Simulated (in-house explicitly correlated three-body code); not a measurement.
Computed with an exponentially correlated three-body code. Model: two electrons around a point charge, non-relativistic, variational in 260 exponentially correlated functions (energies converged to about 1e-7 hartree, or 1e-8 relative for large Z).

Command:
```bash
python run_hyl.py task.json out
```
Settings (lengths in bohr, energies in hartree):
```
Z                      10
screening              0.02
interaction_strength   1
functions              260
states_tried           13
```

Time taken, with all properties: 2.6 min on 1 thread of Arm Neoverse N1, on a shared host.

**Those bound S and P states to n = 4 that converged, binding against the one-electron ion.**

Given: nuclear charge 10; Yukawa screening of all interactions 0.02 1/bohr.

Computed: one-electron threshold -49.8002996 hartree.

```json
{"term": "1 1S", "energy (hartree)": "-93.5273833", "binding (eV)": "1189.9"}
{"term": "2 3S", "energy (hartree)": "-60.2900795", "binding (eV)": "285.44"}
{"term": "2 3P", "energy (hartree)": "-59.9387556", "binding (eV)": "275.88"}
{"term": "2 1S", "energy (hartree)": "-59.9168101", "binding (eV)": "275.28"}
{"term": "2 1P", "energy (hartree)": "?", "binding (eV)": "?"}
{"term": "3 3S", "energy (hartree)": "?", "binding (eV)": "?"}
{"term": "3 3P", "energy (hartree)": "-54.1775774", "binding (eV)": "119.11"}
{"term": "3 1S", "energy (hartree)": "-54.1751867", "binding (eV)": "119.05"}
{"term": "3 1P", "energy (hartree)": "-54.1054962", "binding (eV)": "117.15"}
{"term": "4 3S", "energy (hartree)": "-52.2183804", "binding (eV)": "65.799"}
{"term": "4 3P", "energy (hartree)": "-52.1788386", "binding (eV)": "64.723"}
{"term": "4 1S", "energy (hartree)": "-52.178484", "binding (eV)": "64.714"}
{"term": "4 1P", "energy (hartree)": "-52.1492527", "binding (eV)": "63.918"}
```

**Question.** What belongs in the row 2 1P?

**Answer.** energy (hartree): -59.6769767; binding (eV): 268.76.

**Question.** What belongs in the row 3 3S?

**Answer.** energy (hartree): -54.2737928; binding (eV): 121.73.

**Converged states only, values per electron or pair (inverse distances are <exp(-kr)/r>).**

| term | mean r (bohr) | mean r squared (bohr²) | mean inverse r (1/bohr) | mean r12 (bohr) | mean inverse r12 (1/bohr) | mean cosine | mean p1 dot p2 (bohr⁻²) | delta r1 (bohr⁻³) | delta r12 (bohr⁻³) |
| --- | --- | --- | --- | --- | --- | --- | --- | --- | --- |
| 1 1S | 0.15587 | 0.032556 | 9.6675 | 0.22949 | 5.9173 | -0.013285 | 1.2171 | 297.62 | 32.625 |
| 2 3S | 0.39277 | 0.2503 | 6.136 | 0.66064 | 1.7629 | -0.0044863 | 0.093054 | 175.78 | - |
| 2 3P | 0.3468 | 0.19249 | 6.117 | 0.57896 | 2.0859 | -0.072787 | -6.3993 | 157.98 | - |
| 2 1S | 0.40291 | 0.26587 | 6.1141 | 0.6734 | 2.072 | -0.0069802 | 0.10713 | 174.87 | 5.7337 |
| 2 1P | 0.35485 | 0.20293 | 6.1002 | 0.57237 | 2.2727 | 0.053102 | 6.1748 | 159.42 | 1.5689 |
| 3 3S | 0.80169 | 1.2141 | 5.4887 | 1.4639 | 0.85194 | -0.0015038 | 0.027405 | 163.96 | - |
| 3 3P | 0.76079 | 1.0988 | 5.4834 | 1.3844 | 0.93814 | -0.017463 | -1.4866 | 158.86 | - |
| 3 1S | 0.81646 | 1.2642 | 5.4829 | 1.4917 | 0.93396 | -0.0022347 | 0.033919 | 163.76 | 1.667 |
| 3 1P | ? | ? | ? | ? | ? | ? | ? | ? | ? |
| 4 3S | 1.3779 | 3.8337 | 5.2649 | 2.6116 | 0.49009 | -0.00065414 | 0.011484 | 161.15 | - |
| 4 3P | 1.342 | 3.6566 | 5.2627 | 2.5407 | 0.52504 | -0.006869 | -0.5779 | 159.04 | - |
| 4 1S | ? | ? | ? | ? | ? | ? | ? | ? | ? |
| 4 1P | 1.3571 | 3.7442 | 5.2608 | 2.569 | 0.5475 | 0.0049888 | 0.60881 | 159.16 | 0.21856 |

**Question.** What belongs in the row 3 1P?

**Answer.** mean r (bohr): 0.77221; mean r squared (bohr²): 1.1352; mean inverse r (1/bohr): 5.4789; mean r12 (bohr): 1.4023; mean inverse r12 (1/bohr): 0.99217; mean cosine: 0.012735; mean p1 dot p2 (bohr⁻²): 1.5336; delta r1 (bohr⁻³): 159.19; delta r12 (bohr⁻³): 0.50615.

**Question.** What belongs in the row 4 1S?

**Answer.** mean r (bohr): 1.3975; mean r squared (bohr²): 3.9512; mean inverse r (1/bohr): 5.2625; mean r12 (bohr): 2.6502; mean inverse r12 (1/bohr): 0.5232; mean cosine: -0.00096279; mean p1 dot p2 (bohr⁻²): 0.014602; delta r1 (bohr⁻³): 161.09; delta r12 (bohr⁻³): 0.69614.

**Electric-dipole lines between converged S and P states, rate of the upper state's decay.**

| s state | p state | p minus s (eV) | oscillator strength from s | rate (1/s) |
| --- | --- | --- | --- | --- |
| 1 1S | 2 1P | 921.12 | 0.72256 | 8.8673e+12 |
| 1 1S | 3 1P | 1072.7 | 0.14909 | 2.4815e+12 |
| 1 1S | 4 1P | ? | ? | ? |
| 2 1S | 2 1P | 6.5262 | 0.053476 | 3.2943e+07 |
| 2 1S | 3 1P | 158.13 | 0.38607 | 1.3964e+11 |
| 2 1S | 4 1P | 211.37 | 0.095483 | 6.17e+10 |
| 3 1S | 2 1P | -149.71 | -0.053382 | 5.1918e+10 |
| 3 1S | 3 1P | 1.8964 | 0.093242 | 4.8501e+06 |
| 3 1S | 4 1P | 55.128 | 0.422 | 1.855e+10 |
| 4 1S | 2 1P | -204.04 | -0.011634 | 2.1018e+10 |
| 4 1S | 3 1P | -52.437 | -0.12142 | 1.4487e+10 |
| 4 1S | 4 1P | 0.79543 | 0.13037 | 1.1931e+06 |
| 2 3S | 2 3P | ? | ? | ? |
| 2 3S | 3 3P | 166.33 | 0.36535 | 1.462e+11 |
| 2 3S | 4 3P | 220.72 | 0.09198 | 6.4813e+10 |
| 3 3S | 2 3P | -154.15 | -0.055109 | 5.6824e+10 |
| 3 3S | 3 3P | 2.6182 | 0.1245 | 1.2344e+07 |
| 3 3S | 4 3P | 57.007 | 0.39954 | 1.878e+10 |
| 4 3S | 2 3P | -210.08 | -0.011754 | 2.251e+10 |
| 4 3S | 3 3P | -53.312 | -0.12754 | 1.573e+10 |
| 4 3S | 4 3P | 1.076 | 0.17204 | 2.881e+06 |

**Question.** What belongs in the row 1 1S 4 1P?

**Answer.** p minus s (eV): 1126; oscillator strength from s: 0.055884; rate (1/s): 1.0248e+12.

**Question.** What belongs in the row 2 3S 2 3P?

**Answer.** p minus s (eV): 9.56; oscillator strength from s: 0.074242; rate (1/s): 9.8142e+07.

**Static dipole response.**

| state | polarisability (bohr³) |
| --- | --- |
| 1 1S | 0.0010448 |
| 2 1S | 0.94576 |
| 2 3S | 0.61554 |
